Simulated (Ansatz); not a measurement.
Consider the ligand exchange at a B–N bond: `CNBO` + `OCS` → `OBSCO` + CH₃NH₂.

Gas-phase electronic energies from Ansatz, PBE0-D4/def2-TZVP geometries. CCSD(T)/CBS adds triple-zeta CCSD(T) − MP2 to the extrapolated MP2 energy (def2 sets, frozen cores). Functionals use def2-TZVPP. B3LYP here is the variant with VWN-RPA as its local correlation; programs differ in this. One conformer a species, not always the lowest.

`CNBO`:

Cartesian coordinates in Å:
```
C 0.832 0.314 1.188
N -0.233 0.409 0.224
B -0.418 -0.416 -0.886
O -1.493 -0.184 -1.708
H 0.454 0.129 2.200
H 1.485 -0.517 0.919
H 1.443 1.223 1.217
H -0.895 1.152 0.387
H 0.359 -1.309 -1.102
H -1.534 -0.801 -2.439
```

`OCS`:

```xyz
7

O    -0.639   -1.046    0.205
C     0.147    0.113    0.318
S    -0.451    1.390   -0.790
H    -0.265   -1.719    0.782
H     0.080    0.563    1.316
H     1.201   -0.090    0.099
H    -0.072    0.789   -1.930
```

`OBSCO`:

```xyz
10

O    -1.268   -0.428    1.183
B    -0.492   -1.368    0.593
S     0.947   -0.901   -0.376
C     0.857    0.926   -0.368
O    -0.001    1.454   -1.330
H    -1.997   -0.802    1.683
H    -0.710   -2.541    0.706
H     0.488    1.249    0.603
H     1.891    1.263   -0.498
H     0.283    1.149   -2.197
```

CH₃NH₂:

```xyz
7

C    -0.424    0.370    0.080
N     0.788   -0.430    0.138
H    -1.115    0.119   -0.738
H    -0.156    1.425   -0.023
H    -0.970    0.270    1.020
H     1.315   -0.343   -0.721
H     0.562   -1.411    0.244
```

```
          level  ΔE (kJ/mol)
      r2SCAN-D4         34.1
       B3LYP-D4         39.5
CCSD/def2-TZVPP         41.9
  HF/def2-QZVPP         49.6
```

Problem. What does CCSD(T)/CBS give? (Estimate.)

Solution. Computed: +37.7 kJ/mol. The listed levels differ from it by -3.6, 1.8, 4.2, 11.9 kJ/mol.

Largest T1 diagnostic among the species: 0.013.

In def2-TZVPP, CCSD(T) changes the Hartree–Fock value by −10.3 kJ/mol (the triples alone add −3.3 kJ/mol) and MP2 by −12.3 kJ/mol. The D4 term adds −3.5 kJ/mol with B3LYP and −1.9 kJ/mol with PBE0; it sums over pairs of atoms, weighted by their polarisabilities, and B3LYP, whose exchange is more repulsive, gets the larger term. From PBE to PBE0 (25 % exact exchange), in def2-TZVPP and without D4, ΔE moves by +3.3 kJ/mol.
